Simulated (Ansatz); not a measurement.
The same path of Cl2GeH2 + FH (7 atoms, charge 0, multiplicity 1) was run twice with different band settings. Lost on the way: Ge1–Cl2, F6–H7. Made: Ge1–F6, Cl2–H7.

The calculation used RKS r2SCAN-D4/def2-SVP (Ansatz 0.2.0).

Relaxed end points:

```xyz
7
Properties=species:S:1:pos:R:3
Ge -0.153 -0.187 -0.076
Cl -0.270 -0.129 2.106
H 1.295 0.047 -0.477
Cl -1.408 1.373 -0.841
H -0.772 -1.527 -0.472
F 1.364 2.227 1.130
H 0.927 1.761 1.810
```

```xyz
7
Properties=species:S:1:pos:R:3
Ge -0.117 0.422 -0.333
Cl 1.115 -0.233 2.830
H 1.292 -0.063 -0.647
Cl -0.961 1.307 -2.096
H -1.129 -0.544 0.268
F 0.045 1.759 0.798
H 0.738 0.917 2.359
```

Common settings: movable images 5; climbing image yes; spring 5.0 eV/Å²; optimiser quadratic models (default); start path through a guess of the saddle point; iteration limit 60; end points relaxed.

| run | force threshold |
| --- | --- |
| 1 | 0.05 eV/Å |
| 2 | 0.2 eV/Å |

Q: What does each run give, and how far can it be trusted?

A: Run 1: converged after 18 iterations, highest image 0.840 eV above the first end. A vibrational analysis at the climbing image gives one clearly imaginary mode, 189i cm⁻¹: a first-order saddle point.
Run 2: converged after 8 iterations, highest image 0.910 eV above the first end. The threshold of 0.2 eV/Å is loose, so the images may lie well off the minimum-energy path. The order of the stationary point at the top wasn't checked.
The orbitals stay closed-shell, which can raise the energy where a bond breaks towards radicals; this wasn't checked here.
